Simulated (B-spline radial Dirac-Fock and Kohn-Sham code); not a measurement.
**Te 4s: cross section and angular parameters**

System: the Te atom, 1s2 2s2 2p6 3s2 3p6 3d10 4s2 4p6 4d10 5s2 5p4; threshold 169.4 eV (tabulated edge). Method: Dirac-Hartree-Slater photoionisation with a Latter tail; cross sections with all multipoles, angular parameters from the dipole term and its interference with E2. Computed with a radial atomic solver.

Input of the calculation (task.json; shells as n, l, electrons):

```json
{"items": [{
  "Z": 52,
  "q": 0,
  "cfg": [[1, 0, 2], [2, 0, 2], [2, 1, 6], [3, 0, 2], [3, 1, 6], [3, 2, 10], [4, 0, 2], [4, 1, 6], [4, 2, 10], [5, 0, 2], [5, 1, 4]],
  "A": 130,
  "rrms": 4.7423,
  "do": "xps",
  "hv": [60, 63.1, 63.3, 74.4, 100, 123.0, 126.0, 162.0, 190.0, 192.0, 299.0, 300, 313.0, 400, 974.0, 1000, 1460.0, 3290.0, 3310.0, 3570.0, 3930.0, 4000, 4360.0, 4650.0, 5414.7, 6510.0, 8300.0, 10700.0, 13100.0, 15000],
  "edges": {"K": 31814.0, "L1": 4939.0, "L2": 4612.0, "L3": 4341.0, "M1": 1006.0, "M2": 870.8, "M3": 820.8, "M4": 583.4, "M5": 573.0, "N1": 169.4, "N2": 103.3, "N3": 103.3}
}]}
```

Run with: `python xray2_run.py task.json out`

```tsv
hν (eV)	σ (kb)	β	γ
190	155	1.933	0.151
192	156	1.934	0.150
299	118	1.966	0.348
300	117	1.966	0.349
313	113	1.968	0.356
400	86.6	1.975	0.373
974	24.8	1.985	0.226
1000	23.8	1.986	0.218
1460	12.6	1.988	0.092
3290	2.93	1.990	-0.103
3310	2.90	1.990	-0.104
3570	2.51	1.990	-0.106
3930	2.09	1.990	-0.102
4000	?	?	?
4360	1.71	1.991	-0.089
4650	1.51	1.991	-0.077
5414.7	1.12	1.991	-0.030
6510	0.775	1.991	0.060
8300	0.470	1.991	0.236
10700	0.275	1.991	0.495
13100	0.177	1.990	0.758
15000	0.131	1.990	0.962
```

Task: Give the values at 4000 eV.

Result: σ = 2.02 kb, β = 1.991, γ = -0.101. For an s subshell δ is negligible.
